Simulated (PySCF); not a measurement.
Species: WSCl4 (singlet state).
Cartesian coordinates in Å at the PBE0-D3(BJ)/def2-SVP level; atoms count from 1:
```
atom  x, y, z in Å
W1     0.000    0.000    0.035
S2     0.004   -0.010    2.125
Cl3    2.224    0.006   -0.544
Cl4   -0.005    2.228   -0.530
Cl5   -2.226   -0.002   -0.536
Cl6    0.003   -2.222   -0.551
```

Computed with PySCF, PBE0-D3(BJ)/def2-SVP geometry optimisation, gas phase, def2 core potentials past Kr.

Take the most abundant isotopes and a rigid rotor. 

Question: Give the principal moments of inertia and the rotational constants in GHz.

Answer: Ia = 531.64, Ib = 531.67, Ic = 692.42 u·Å²; 505379 MHz·u·Å²/I gives 950.6, 950.6 and 729.9 MHz, that is A = 0.9506, B = 0.9506, C = 0.7299 GHz.

Question: Classify the top.

Answer: An oblate symmetric top, as the point group C4v requires two equal moments; Ray's κ = 1.000.

Question: Is it planar, by Δ = Ic − Ia − Ib?

Answer: Not planar: Δ = Ic − Ia − Ib = -370.89 u·Å². For a rigid frame Δ = −2 Σ m c², so Σ m c² = 185.44 u·Å² lies off the ab plane. The atom farthest from that plane is 2.13 Å away.

Question: Give the other two planar moments, Paa and Pbb, and the rms extents of the mass along the axes.

Answer: Paa = Σ m a² = (Ib + Ic − Ia)/2 = 346.22 and Pbb = Σ m b² = (Ia + Ic − Ib)/2 = 346.20 u·Å². With the mass M = 355.80 u, the rms extents √(P/M) along a, b and c are 0.99, 0.99, 0.72 Å.

Question: Where do the R-branch lines fall?

Answer: The dipole of 0.82 D lies along the symmetry axis, so ΔK = 0 and J+1 ← J falls at 2B(J+1) for every K: 1.90 GHz, 3.80 GHz, 5.70 GHz, 7.60 GHz, 9.51 GHz for J = 0 to 4.

Not checked by PBE0-D3(BJ)/def2-SVP frequencies. Zero-point vibration and centrifugal distortion are left out.
